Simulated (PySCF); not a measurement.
# Radial density of Sr²⁵⁺ (strontium, charge +25)

UHF, [Ne] 3s2 3p1, 2P determinant. All numbers are calculated (PySCF 2.14, no relativity, point nucleus, in an even-tempered Gaussian basis (16 s from 2.7 bohr⁻², ratio 2.5; 11 p from 3.5 bohr⁻², ratio 2.5; 5 d from 15 bohr⁻², ratio 2.7; 4 f from 23 bohr⁻², ratio 2.7)).

```csv
r (bohr),4πr²ρ (e/bohr),4πr²(ρα − ρβ)
0.000808,0.2959,0.0000
0.00136,0.8028,0.0000
0.00229,2.117,0.0000
0.00385,5.320,0.0002
0.00647,12.34,0.0010
0.0109,24.99,0.0060
0.0183,40.50,0.0345
0.0308,46.44,0.1688
0.0518,38.21,0.5926
0.0871,45.01,1.0835
0.146,49.90,0.3134
0.246,16.96,0.8609
0.414,9.843,2.9925
0.697,1.370,0.4150
1.17,0.008677,0.0024
```

A non-relativistic calculation at this Z misses sizeable relativistic shifts. Spin-orbit coupling, absent here, splits the open shell strongly.
